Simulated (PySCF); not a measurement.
Species: C3HF2NO.
Structure used (PBE0-D3(BJ)/def2-SVP), in Å, numbered top down from 1:
```
atom  x, y, z in Å
F1    -1.0266   -1.6923   -0.5390
C2    -0.3721   -0.6028   -0.1959
C3    -0.8928    0.6235    0.2824
N4     0.0646    1.4830    0.5232
O5     1.2374    0.8414    0.2074
C6     0.9723   -0.3813   -0.2135
F7     1.9808   -1.1215   -0.5531
H8    -1.9324    0.9010    0.4563
```

Theory: MP2 and CCSD/aug-cc-pVDZ in PySCF, restricted Hartree–Fock reference, 7 core orbitals frozen, non-relativistic, gas phase, PBE0-D3(BJ)/def2-SVP geometry.

E(HF) = -442.32625 Eh.

Task: How large is the problem?

Result: 170 basis functions and 52 electrons; 7 orbitals frozen, which leaves o = 19 correlated occupied and v = 144 virtual orbitals. That is o·v = 2736 singles and o·v(o·v + 1)/2 = 3744216 distinct closed-shell doubles amplitudes before symmetry; the costliest CCSD step grows as o²v⁴ = 1.6 × 10^11.

Task: What are the MP2 and CCSD correlation energies?

Result: MP2 -1.1554 Eh and CCSD -1.1673 Eh, which gives totals of -443.48161 and -443.49359 Eh. That is 0.836 eV for each correlated electron at CCSD (3065 kJ/mol in all, 0.263 % of the total energy); MP2 gives 99.0 % of the CCSD value.

Task: What is the T1 diagnostic?

Result: 0.0160, below the customary warning level of 0.02. It is the norm of the spatial-orbital singles amplitudes over the root of the number of correlated electrons, so the norm is 0.099.

Task: How does correlation change the dipole moment?

Result: HF gives 1.72 D and CCSD (unrelaxed density) 1.45 D, a change of -0.27 D; the two vectors are 6° apart.

Connected triples and the basis-set limit are missing.
